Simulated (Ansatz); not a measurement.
`C[Si](Cl)(Cl)Cl` + HCl → `Cl[Si](Cl)(Cl)Cl` + CH₄ at 400 K and 1 bar (ligand exchange at the Si–C bond).

Calculated with Ansatz (gas phase, PBE0-D4/def2-TZVP geometries, no zero-point term in ΔE). CCSD(T)/CBS adds triple-zeta CCSD(T) − MP2 to the extrapolated MP2 energy (def2 sets, frozen cores). This one scheme is used for every species.

```tsv
species	CCSD(T)/CBS energy (Eh)	H − E (kJ/mol)	S (J/(mol·K))
`C[Si](Cl)(Cl)Cl`	-1708.45088	144.3	382.1
HCl	-460.38127	29.6	195.4
`Cl[Si](Cl)(Cl)Cl`	-2128.39959	48.4	359.3
CH₄	-40.46206	131.3	197.2
```

H − E and S are ideal-gas, rigid-rotor, harmonic terms from PBE0-D4/def2-TZVP. 1 Eh = 2625.50 kJ/mol, R = 8.31446 J/(mol·K).

Question: By hand: ΔE, ΔH, ΔS and ΔG.

Answer: ΔE = (-2128.39959) + (-40.46206) − (-1708.45088) − (-460.38127) = -0.02950 Eh = -77.5 kJ/mol. Δ(H − E) = 48.4 + 131.3 − 144.3 − 29.6 = 5.8, so ΔH = -71.7 kJ/mol. ΔS = 359.3 + 197.2 − 382.1 − 195.4 = -21.0 J/(mol·K). ΔG = -71.7 − 400 × (-21.0)/1000 = -63.3 kJ/mol.

Question: By hand: the equilibrium constant, and the temperature at which ΔG would vanish if ΔH and ΔS stayed fixed.

Answer: log₁₀ K = −ΔG/(RT ln 10) = 8.3. ΔG = 0 at ΔH/ΔS = 3414 K, far beyond where these terms or the molecules hold.

ΔH outweighs TΔS. A doubt of 5 kJ/mol in ΔE shifts log₁₀ K by 0.7 here. These are equilibria of isolated gas molecules and say nothing of rates. Largest T1 diagnostic: 0.009 (customary marks: 0.02 for closed shells, 0.045 for open ones).
